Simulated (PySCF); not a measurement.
Isomers of C8H8S. Computed with PBE0-D3(BJ)/def2-SVP geometry optimisation, gas phase in PySCF. Energies are electronic, without zero-point or thermal terms, for one conformer each. No frequencies were run at this level. Point groups hold within 0.08 Å.

Question: Order them by energy at this level, lowest first, and give relative energies in kcal/mol.
A. `[CH3:1][C:2](=[S:3])[c:4]1[cH:5][cH:6][cH:7][cH:8][cH:9]1` with C1–C2–C4–C5 176°
B. `[SH:1][C@:2]12[C@H:3]3[C@@H:4]4[C@@H:5]5[C@H:6]3[C@H:7]1[C@@H:8]5[C@H:9]24` with H–S1–C2–C3 63°
C. `[CH2:1]=[CH:2][c:3]1[cH:4][cH:5][cH:6][cH:7][c:8]1[SH:9]` with C1–C2–C3–C4 35°, C7–C8–S9–H -139°
D. `[cH:1]1[cH:2][cH:3][c:4]2[c:5]([cH:6]1)[CH2:7][CH2:8][S:9]2` with C4–C5–C7–C8 23°, C5–C7–C8–S9 -33°, C7–C8–S9–C4 27°, C3–C4–S9–C8 166°
E. `[CH2:1]=[CH:2][S:3][c:4]1[cH:5][cH:6][cH:7][cH:8][cH:9]1` with C1–C2–S3–C4 0°, C2–S3–C4–C5 92°
F. `[CH3:1][C:2](=[S:3])[C@@:4]12[C@@H:5]3[C@H:6]4[C@@H:7]3[C@@H:8]1[C@@H:9]24` with C1–C2–C4–C5 0°
G. `[CH2:1]=[CH:2][c:3]1[cH:4][cH:5][c:6]([SH:7])[cH:8][cH:9]1` with C1–C2–C3–C4 178°, C5–C6–S7–H 180°

Answer: D (0.0), A (14.8), G (22.1), C (22.6), E (27.5), F (114.5), B (115.4).

As drawn, the lowest has an aromatic ring, which the highest lacks; the highest has a four-membered ring and an S–H bond, which the lowest lacks. Neighbours under 2.5 kcal/mol apart (C=Cc1ccc(S)cc1 and C=Cc1ccccc1S; CC(=S)[C@@]12[C@@H]3[C@H]4[C@@H]3[C@@H]1[C@H]42 and S[C@]12[C@H]3[C@@H]4C5[C@H]3[C@H]1[C@@H]5[C@@H]42) can change places with a better method, another conformer or zero-point energy.

```
                                           SMILES      E (Eh)  E rel (kcal/mol)  dipole (D)  point group       A, B, C (MHz)
                                  c1ccc2c(c1)CCS2  -707.03449               0.0        1.60           C1   2913, 1249, 891.8
                                   CC(=S)c1ccccc1  -707.01096              14.8        2.99      near Cs  3001, 948.7, 724.6
                                   C=Cc1ccc(S)cc1  -706.99929              22.1        0.91            –  4972, 694.6, 609.5
                                     C=Cc1ccccc1S  -706.99845              22.6        1.19           C1   1632, 1485, 787.1
                                     C=CSc1ccccc1  -706.99071              27.5        1.52            –  2811, 919.4, 914.0
  CC(=S)[C@@]12[C@@H]3[C@H]4[C@@H]3[C@@H]1[C@H]42  -706.85204             114.5        3.58           Cs   3124, 1113, 932.6
S[C@]12[C@H]3[C@@H]4C5[C@H]3[C@H]1[C@@H]5[C@@H]42  -706.85061             115.4        1.54           Cs    3344, 1294, 1289
```
